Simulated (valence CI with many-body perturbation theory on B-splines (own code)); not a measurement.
# E1 transitions of Ba7+

Calculated by configuration interaction combined with many-body perturbation theory (CI+MBPT): three valence electrons over a frozen Dirac-Fock core [Kr] 4d10, radial functions for each j: 7 s, 7 p, 7 d, 7 f, 4 g, 2 h, with the one-electron correlation potential Σ1 (screened to all orders), the two-electron term Σ2, the three-electron term Σ3, Breit, model QED; selected single and double excitations, second order for the rest, scaled by the run's own slope (own B-spline code, finite nucleus).

Against 62 measured levels this calculation errs by 1061 cm⁻¹ on average and by 3801 at most. These come from a selection out of Sansonetti and Curry, J. Phys. Chem. Ref. Data 39, 043103 (2010). Levels without a partner in it may be off by more, other configurations by several thousand cm⁻¹. 7 measured levels below the end of the list, from 249919 cm⁻¹ on, found no clear computed partner, and computed levels of the same name lie up to 8910 cm⁻¹ from them.

Lines 101 to 150 of 573 in falling wavelength, among levels below 535170 cm⁻¹, chosen from the strongest by gf and those to the six lowest levels. Wavelengths and rates use the calculated energies, so an error of 1000 cm⁻¹ moves a line at 76.44 nm by 0.76 % and its rate by three times that or more. Electric multipoles are in the length gauge, E1 and E2 with the static RPA response of the core. Weak lines are less certain than strong ones. Lines between different terms over intervals too small for the method are left out, as are lines whose strength nearly cancels. Where a level lies close to another of its J and parity, the split of strength between their lines is uncertain. The highest levels of a list are the least certain.

Names give the largest LS component (configuration and term), which can be under half, so a name can repeat, a term be missing and a line seem to break the LS rules; names also repeat where a configuration has a term twice. Letters in brackets count levels of one name in rising energy.

```csv
λ vac (nm),λ from measured levels,Upper,Lower,A (s⁻¹),log gf,Branch %
78.71,,4f2 5p 4I°_11/2,4f2 5s 4H_9/2,7.56e+08,-0.07,29.9
78.43,,4f2 5p 2H°_9/2,4f2 5s 2G_7/2,8.84e+08,-0.09,29.6
78.39,,4f2 5p 2H°_9/2,4f2 5s 2G_9/2,3.94e+08,-0.44,13.2
78.33,,4f2 5p 4G°_9/2,4f2 5s 4F_9/2,6.89e+08,-0.20,21.7
78.08,,4f2 5p 4G°_9/2,4f2 5s 4F_7/2,5.07e+08,-0.33,16.0
78.04,,4f 5p2 2G°_7/2 [a],4f 5s 5p 2G_7/2 [b],6.34e+08,-0.33,14.7
77.73,,4f2 5p 2G°_9/2,4f2 5s 4H_11/2,5.71e+08,-0.29,16.8
77.51,,4f2 5p 4H°_13/2,4f2 5s 4H_13/2,1.65e+09,0.32,66.3
77.46,,4f2 5p 2G°_7/2 [b],4f2 5s 2G_7/2,5.09e+08,-0.44,10.8
77.42,,4f2 5p 2G°_7/2 [b],4f2 5s 2G_9/2,7.46e+08,-0.27,15.8
77.37,,4f2 5p 2G°_9/2,4f2 5s 4H_9/2,4.55e+08,-0.39,13.4
77.20,,5s2 7s 2S_1/2,5s2 6p 2P°_1/2,2.23e+09,-0.40,9.7
77.08,,4f2 5p 4H°_13/2,4f2 5s 4H_11/2,4.81e+08,-0.22,19.3
77.06,,4f2 5p 2D°_5/2,4f2 5s 4F_7/2,1.24e+09,-0.18,27.7
77.01,,4f 5p2 2G°_9/2,4f 5s 5p 2G_7/2 [c],6.64e+08,-0.23,10.6
76.81,,5p2 5d 2G_9/2,5s 5p 5d 2F°_7/2 [b],2.66e+09,0.37,23.5
76.73,,4f2 5p 2G°_7/2 [a],4f2 5s 4H_7/2,4.43e+08,-0.50,15.2
76.71,,4f2 5p 2D°_3/2,4f2 5s 4F_5/2,9.88e+08,-0.46,18.6
76.71,,4f2 5p 4D°_7/2,4f2 5s 4F_9/2,1.61e+09,0.05,46.4
76.61,,4f2 5p 4G°_11/2,4f2 5s 4H_13/2,1.59e+09,0.22,38.1
76.58,,4f 5p2 2P°_1/2,4f 5s 5p 2D_3/2 [b],1.93e+09,-0.47,19.7
76.44,75.77,4f 5s 5p 4D_7/2,4f 5s2 2F°_5/2,1.40e+07,-2.01,12.7
76.44,,4f 5p2 2P°_3/2,4f 5s 5p 2D_5/2 [b],1.31e+09,-0.34,12.1
76.37,,4f 5p2 4F°_7/2,4f 5s 5p 2F_7/2 [b],4.89e+08,-0.47,5.7
76.13,,4f2 5p 4H°_7/2,4f2 5s 4H_9/2,8.81e+08,-0.21,22.1
76.05,,4f 5p2 4F°_9/2,4f 5s 5p 2F_7/2 [b],3.74e+08,-0.49,4.3
75.85,,4f2 5p 4H°_7/2,4f2 5s 4H_7/2,1.03e+09,-0.15,25.9
75.58,,4f2 5p 4G°_9/2,4f2 5s 4H_11/2,7.25e+08,-0.21,22.9
75.04,,4f 5p2 4D°_7/2,4f 5s 5p 2G_7/2 [b],4.58e+08,-0.51,5.7
74.85,,4f 5p2 4G°_5/2,4f 5s 5p 2F_5/2 [a],1.12e+09,-0.25,16.2
74.84,,4f2 5p 2G°_7/2 [b],4f2 5s 4F_9/2,8.81e+08,-0.23,18.6
74.76,,4f 5p2 2H°_9/2,4f 5s 5p 2G_9/2 [a],8.45e+08,-0.15,27.1
74.72,74.16,4f 5s 5p 4D_5/2,4f 5s2 2F°_5/2,5.96e+07,-1.52,25.5
74.63,,4f 5p2 2G°_7/2 [a],4f 5s 5p 4D_7/2,8.36e+08,-0.25,19.4
74.58,74.55,5s 5p2 2D_3/2,5s2 5p 2P°_3/2,4.04e+07,-1.87,1.7
74.27,,4f 5p2 4G°_7/2,4f 5s 5p 2G_7/2 [a],1.53e+09,0.01,23.2
73.16,72.45,4f 5s 5p 2G_7/2 [b],4f 5s2 2F°_5/2,6.51e+07,-1.38,28.5
72.62,,4f 5p2 2G°_7/2 [b],4f 5s 5p 2G_9/2 [a],1.18e+09,-0.13,16.4
72.52,72.26,5p3 2P°_3/2,5s 5p2 2P_3/2,1.75e+09,-0.26,23.7
72.41,,4f 5p2 4F°_3/2,4f 5s 5p 4D_3/2,9.80e+08,-0.51,9.8
72.29,,5p2 5d 4F_5/2,5s 5p 5d 4D°_3/2,7.09e+08,-0.48,11.7
72.22,72.24,5p3 2D°_5/2,5s 5p2 2D_5/2,1.54e+09,-0.14,52.0
71.97,,4f 5p2 4D°_5/2,4f 5s 5p 4D_5/2,6.86e+08,-0.50,7.6
71.70,,5p2 5d 4F_9/2,5s 5p 5d 4D°_7/2,4.97e+08,-0.42,10.3
71.64,,4f 5p2 4G°_9/2 [a],4f 5s 5p 4G_9/2,1.45e+09,0.05,31.9
71.60,,4f 5p2 4G°_9/2 [b],4f 5s 5p 4G_11/2,1.70e+09,0.12,26.2
71.07,,4f 5p2 4G°_5/2,4f 5s 5p 2F_7/2 [a],1.29e+09,-0.23,18.7
71.02,,4f 5p2 4G°_5/2,4f 5s 5p 4F_5/2,6.90e+08,-0.50,10.0
70.98,,4f 5p2 4D°_7/2,4f 5s 5p 4G_9/2,1.65e+09,0.00,20.5
70.77,,4f 5p2 4G°_5/2,4f 5s 5p 4F_3/2,1.19e+09,-0.27,17.2
```
